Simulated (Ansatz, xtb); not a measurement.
# Relative energy of two conformers of C3H12Si2

Structure I: `CC[SiH2]C[SiH3]`, a singlet. Structure II: `CC[SiH2]C[SiH3]`, a singlet. Both are isolated molecules in the gas phase, relaxed with B3LYP/6-31G*.

I (Å):

```xyz
17

C    -1.4852    0.6357    1.2285
C    -0.7998    0.4818   -0.1414
C     1.8989    0.4654   -1.7771
Si    1.0802    0.7226   -0.0866
Si    1.3785    1.6530   -3.1501
H    -1.1031   -0.0935    1.9526
H    -1.3195    1.6342    1.6500
H    -2.5691    0.4869    1.1529
H    -1.2280    1.1986   -0.8554
H    -1.0118   -0.5142   -0.5554
H     1.6675   -0.2393    0.8936
H     1.3930    2.0966    0.4055
H     1.7089   -0.5640   -2.1110
H     2.9864    0.5505   -1.6450
H    -0.0723    1.5107   -3.4564
H     1.6269    3.0649   -2.7474
H     2.1358    1.3908   -4.4063
```

II (Å):

```xyz
17

C    -0.9397    0.1508   -2.4073
C     0.4641    0.3496   -1.8076
C    -0.4683    0.0957    1.2031
Si    0.7377   -0.4992   -0.1336
Si   -0.3834    1.9290    1.6476
H    -1.0283    0.6349   -3.3874
H    -1.7179    0.5776   -1.7633
H    -1.1720   -0.9122   -2.5441
H     1.2233   -0.0373   -2.5016
H     0.6770    1.4222   -1.7018
H     0.5807   -1.9749   -0.3040
H     2.1351   -0.2497    0.3267
H    -0.2789   -0.4875    2.1149
H    -1.4942   -0.1449    0.8925
H    -0.7227    2.7777    0.4711
H    -1.3392    2.2649    2.7403
H     0.9858    2.2987    2.1010
```

Question: Estimate which is lower in electronic energy at CCSD(T)/def2-SVP + ΔMP2/def2-TZVPP, and by roughly how much.

Answer: Too close to call at this level: CCSD(T)/def2-SVP + ΔMP2/def2-TZVPP gives E(II) − E(I) = −0.17 kcal/mol.

How the difference moves with the method:

| level | geometry | E(II) − E(I) (kcal/mol) | departure from the last row (kcal/mol) | job, with rough time for the two |
| --- | --- | --- | --- | --- |
| B3LYP/6-31G* | B3LYP/6-31G* | +0.15 | +0.32 | optimisation, 35 s |
| HF/def2-SVP | B3LYP/6-31G* | +0.11 | +0.28 | part of the CCSD(T) run |
| MP2/def2-SVP | B3LYP/6-31G* | −0.16 | +0.01 | part of the CCSD(T) run |
| CCSD(T)/def2-SVP | B3LYP/6-31G* | −0.12 | +0.05 | single point |
| CCSD(T)/def2-SVP + ΔMP2/def2-TZVPP | B3LYP/6-31G* | −0.17 |  | single point, 35 s |

The largest departure from CCSD(T)/def2-SVP + ΔMP2/def2-TZVPP is that of B3LYP/6-31G*, 0.32 kcal/mol. Levels run at GFN2-xTB geometries aren't shown. The last row adds to CCSD(T) the change of the MP2 difference between the two basis sets, here −0.05 kcal/mol.

With harmonic frequencies from B3LYP/6-31G* (ideal gas, rigid rotor, one conformer each, 298.15 K, 1 atm): on the last row, ΔE + ΔZPE = −0.13 kcal/mol. A mode under 50 cm⁻¹ makes harmonic enthalpies and free energies unreliable, so none is given.

The correlated steps freeze 13 core orbitals. Run with Ansatz 0.2.0; the last row on 2 threads of AMD EPYC 9R45 96-Core Processor (Zen 5) on a shared host.
